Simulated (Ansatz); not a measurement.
Molecule: dibromo(fluoro)borane, sum formula BBr2F, charge 0, multiplicity 1. 
Structure (B3LYP-D3(BJ)/def2-TZVP (Ansatz, an electronic-structure program) minimum search):
SMILES: FB(Br)Br
```xyz
4

B     -0.0026     0.6329    -0.0092
F     -0.0081     1.9437    -0.0282
Br    -1.6688    -0.3010     0.0771
Br     1.6712    -0.2892    -0.0685
```
Charge 0, spin multiplicity 1.

Total electronic energies in hartree. Correlated levels leave the core frozen unless marked. No spin-orbit coupling. Frozen are the shells of the preceding noble gas and the d and f shells that filled before the atom's block. Non-relativistic. Basis-set limits of correlation are two-point, X^-3; Hartree-Fock from the larger set (for Q and 5 zeta extrapolated as (X+1)exp(-9√X)).

```csv
level,program,energy (Eh)
HF/6-31G,Ansatz,-5268.29856
HF/cc-pVTZ,Ansatz,-5269.22890
RI-HF/cc-pVTZ,Ansatz,-5269.22876
SVWN5/def2-TZVPD,Ansatz,[?]
BLYP-D3(BJ)/def2-TZVPD,Ansatz + dftd3,-5273.23041
r2SCAN-D3(BJ)/def2-TZVPD,Ansatz + dftd3,-5273.10538
r2SCAN0-D4/def2-TZVPD,Ansatz + dftd4,-5273.08786
CAM-B3LYP-D3(BJ)/def2-TZVPD,Ansatz + dftd3,[?]
LC-wPBE-D4/def2-TZVPD,Ansatz + dftd4,-5272.40341
RPA@PBE/cc-pVTZ,Ansatz,[?]
RI-MP2/aug-cc-pVTZ,Ansatz,-5269.90804
CCSD(T)/STO-3G,Ansatz,-5211.98630
CCSD(T)/6-31G,Ansatz,-5268.57562
CCSD(T)/cc-pVQZ,Ansatz,-5270.02621
"CCSD(T)/CBS(cc-pVQZ,cc-pV5Z)",Ansatz,-5270.0774
```

Q: What belongs in the gaps?

A: 
- SVWN5/def2-TZVPD, energy (Eh): -5265.20444
- CAM-B3LYP-D3(BJ)/def2-TZVPD, energy (Eh): -5273.40427
- RPA@PBE/cc-pVTZ, energy (Eh): -5270.22446
